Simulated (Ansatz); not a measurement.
`F/C=N\C[SeH]` + `[F][GaH][Cl]` → `[F][Ga]([Cl])[SeH]` + `C/N=C\F` at 500 K and 1 bar (formal exchange of groups at the Se–C bond).

Isolated molecules relaxed with PBE0-D4/def2-TZVP in Ansatz; ΔE leaves out vibrations. CBS: MP2 limit from def2 TZ/QZ plus the TZ coupled-cluster correction, frozen cores. Double bonds are as drawn, so ΔE can hold a change between cis and trans. For Ga, Se outer-core shells are correlated without core-valence functions, which leaves a few kJ/mol of doubt a bond. Scalar relativity is left out up to krypton. Each species was taken in one conformer, which may not be the lowest.

```csv
species,CCSD(T)/CBS energy (Eh),H − E (kJ/mol),S (J/(mol·K))
`F/C=N\C[SeH]`,-2633.67336,197.4,394.4
`[F][GaH][Cl]`,-2484.20089,53.4,328.5
`[F][Ga]([Cl])[SeH]`,-4884.95419,68.1,399.1
`C/N=C\F`,-232.97538,191.9,327.7
```

H − E and S are ideal-gas, rigid-rotor, harmonic terms from PBE0-D4/def2-TZVP, for one conformer and one mirror image of each species. 1 Eh = 2625.50 kJ/mol, R = 8.31446 J/(mol·K).

By hand: ΔE, ΔH, ΔS and ΔG.

ΔE = (-4884.95419) + (-232.97538) − (-2633.67336) − (-2484.20089) = -0.05532 Eh = -145.2 kJ/mol. Δ(H − E) = 68.1 + 191.9 − 197.4 − 53.4 = 9.2, so ΔH = -136.0 kJ/mol. ΔS = 399.1 + 327.7 − 394.4 − 328.5 = 3.9 J/(mol·K). ΔG = -136.0 − 500 × (3.9)/1000 = -137.9 kJ/mol.

By hand: the equilibrium constant, and the temperature at which ΔG would vanish if ΔH and ΔS stayed fixed.

log₁₀ K = −ΔG/(RT ln 10) = 14.4. ΔH and −TΔS have one sign here, so there is no such temperature. One of them is within its doubt of zero, so this could turn.

The number of gas molecules stays the same, so ΔS is small and ΔH decides. A doubt of 5 kJ/mol in ΔE shifts log₁₀ K by 0.5 here. Other conformers and mirror images would add mixing entropy, several J/(mol·K) or more a flexible species. Modes under 60 cm⁻¹, often nearly free rotors, make the harmonic entropy too high. These are equilibria of isolated gas molecules and say nothing of rates. Largest T1 diagnostic: 0.013 (customary marks: 0.02 for closed shells, 0.045 for open ones).
